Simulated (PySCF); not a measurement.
GeCl₂, SMILES [Cl][Ge][Cl] (connectivity only; charge and spin as stated), neutral, multiplicity 1. Atoms are numbered in the order given.

```xyz
3

Ge     0.0000     0.0000     0.7223
Cl     0.0000    -1.6713    -0.6798
Cl     0.0000     1.6713    -0.6798
```

Geometry: PBE0-D3(BJ)/def2-TZVP. The isomer is the one that the SMILES or the coordinates give; other isomers of the formula were not compared.

Two levels are set side by side: PBE/pcSseg-2 (PySCF) and B3LYP/pcSseg-2 (PySCF). GIAO shifts against GeH4 (⁷³Ge), HCl (³⁵Cl) at the same level; non-relativistic, no solvent, atoms listed together averaged. Without spin–orbit terms, shifts of atoms bonded to Cl or Br come out too high at both levels. Differences are taken from unrounded values.

```
quantity                     PBE
-------------------------  -----
δ(⁷³Ge) of Ge1 (ppm)       900.1
δ(³⁵Cl) of Cl2, Cl3 (ppm)  592.1
```

**Question.** These are the PBE values. What does B3LYP give? (Estimate from the structure and the level; the computed values follow.)

**Answer.** 
```
quantity                   B3LYP  PBE minus B3LYP
-------------------------  -----  ---------------
δ(⁷³Ge) of Ge1 (ppm)       895.2              4.9
δ(³⁵Cl) of Cl2, Cl3 (ppm)  554.8             37.3
```

Rough cost on one machine, each run with all the roots and properties that it gave: B3LYP against PBE within a factor of 2.
